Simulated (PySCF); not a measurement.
Gas-phase reaction: Mo2O6 + 2 Cl2 → 2 MoO2Cl2 + 2 O

Method: PySCF energies (xtb for GFN2) plus ideal-gas RRHO corrections (1 bar). † marks an energy on the PBE0/def2-TZVP geometry and frequencies; other levels use their own. CCSD(T) freezes the core. Open shells (unrestricted): O (multiplicity 3, electronic degeneracy 9); the rest are closed-shell singlets. GFN2 has no spin-polarisation term. Spin-orbit splitting is ignored; it lowers the true energy and changes the entropy of O. Mo: scalar-relativistic def2 core potential, no spin-orbit coupling. CCSD(T) isn't extrapolated to the basis-set limit. The harmonic model lacks anharmonicity and excited electronic states, which grow with temperature; levels with a mode under 35 cm⁻¹ are left out. Soft modes under 120 cm⁻¹ make the harmonic entropy rough for Mo2O6, MoO2Cl2. Warning, large T1 diagnostic: Mo2O6, MoO2Cl2 (CCSD(T)/def2-SVP†).

```csv
level,"ΔE electronic, kJ","ΔH°(298 K), kJ","ΔS°(298 K), J/K","ΔG°(1000 K), kJ"
CCSD(T)/def2-SVP†,277,270,172,94
GFN2-xTB,1024,1020,157,861
HF/def2-TZVP†,-76,-83,172,-260
PBE/def2-SVP,443,437,168,264
PBE/def2-TZVP†,474,467,172,290
PBE0/def2-QZVP†,392,385,172,209
```
ΔH° is lowest at HF/def2-TZVP† and highest at GFN2-xTB. No reference value is set beside these.
